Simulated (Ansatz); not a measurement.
`C[NH][Ge]([Cl])([NH]C)[NH]C` and `C[NH][Ge]([F])([NH]C)[NH]C` differ in one atom or group.

Ansatz, PBE0-D4/def2-TZVP geometries, multiplicity 1. Each molecule was computed in one conformer, which needn't be the lowest.

Scalar relativity is left out up to krypton.

```tsv
property	`C[NH][Ge]([Cl])([NH]C)[NH]C`
LUMO energy (ωB97M-V/def2-TZVPP) / eV	2.00
HOMO energy (PBE/def2-TZVPP) / eV	-5.35
LUMO energy (PBE/def2-TZVPP) / eV	-0.45
size of the dipole moment (PBE/def2-TZVPP) / D	2.49
LUMO energy (PBE0/def2-TZVPP) / eV	0.48
HOMO–LUMO gap (B3LYP/def2-TZVPP) / eV	6.68
```

**Question.** What does the change do to each property? (Best estimate.)

**Answer.** Computed: 
| property | `C[NH][Ge]([F])([NH]C)[NH]C` | shift |
| --- | --- | --- |
| LUMO energy (ωB97M-V/def2-TZVPP) / eV | 2.00 | 0.00 |
| HOMO energy (PBE/def2-TZVPP) / eV | -5.13 | 0.22 |
| LUMO energy (PBE/def2-TZVPP) / eV | -0.35 | 0.10 |
| size of the dipole moment (PBE/def2-TZVPP) / D | 2.29 | -0.20 |
| LUMO energy (PBE0/def2-TZVPP) / eV | 0.53 | 0.05 |
| HOMO–LUMO gap (B3LYP/def2-TZVPP) / eV | 6.51 | -0.17 |

With PBE0 the HOMO rises by 0.22 eV and the LUMO rises by 0.05 eV, so the gap narrows by about 0.17 eV. PBE moves the HOMO by 0.22 eV and ωB97M-V by 0.23 eV. Dipoles are sizes alone; their direction can turn.

Positive LUMOs are unbound, so they and the gaps depend on the basis.

B3LYP here is the variant with VWN-RPA as its local correlation; programs differ in this.
